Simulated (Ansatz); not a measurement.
Species: sum formula SiICl2 (charge 0, doublet). It need not be the lowest isomer of its formula. SMILES: Cl[Si](Cl)I
Geometry: optimised at B3LYP-D3(BJ)/def2-TZVP (Ansatz, an electronic-structure program).

Parts of the frozen-core correlation energy in def2-QZVPP (Ansatz, hartree). Frozen orbitals: 24; correlated occupied orbitals by spin: 13 and 12; virtual: 255 and 256. UHF or UKS for open shells. No spin-orbit coupling. In def2 rows, elements after Kr have scalar-relativistic effective core potentials.

```tsv
term	value
reference (HF)	-1504.77615
MP2 opposite-spin	[?]
MP2 same-spin	[?]
CCSD correlation	[?]
(T)	-0.03686
T1 diagnostic	0.014
largest doubles amplitude	0.020
<S^2> of the reference	0.761
```

Question: Some entries are withheld; supply them.

Answer: 
- MP2 opposite-spin, value: -0.50763
- MP2 same-spin, value: -0.16456
- CCSD correlation, value: -0.71542
